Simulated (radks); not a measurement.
Q: All-electron atom: Nb V in [Ar] 3d10 4s1 4p6 4d1 4f1 (not the ground configuration). All-electron calculation, scalar-relativistic Kohn-Sham, PBE, spin-unpolarised, spherical densities, finite nucleus; Fermi nuclear charge, rms radius 4.324 fm. Program: a radial shooting solver on a logarithmic mesh with Libxc functionals. Some entries of the table are withheld. Estimate them.

orbital,occ.,eigenvalue (eV),<r^2> (bohr^2),<1/r> (bohr^-1)
1s,2,-18866.90,0.001757,(1)
2s,2,-2689.450,0.02944,9.527
2p,6,-2407.775,0.02318,9.273
3s,2,-496.4701,(2),3.256
3p,6,-404.3512,0.2307,3.095
3d,10,-253.8559,0.2244,2.861
4s,1,-110.8349,1.414,1.215
4p,6,(3),1.704,1.094
4d,1,-48.8787,2.711,(4)
4f,1,-20.5803,8.871,0.4389

A: 
(1) 1s <1/r> (bohr^-1): 42.40
(2) 3s <r^2> (bohr^2): 0.2246
(3) 4p eigenvalue (eV): -85.6051
(4) 4d <1/r> (bohr^-1): 0.8549
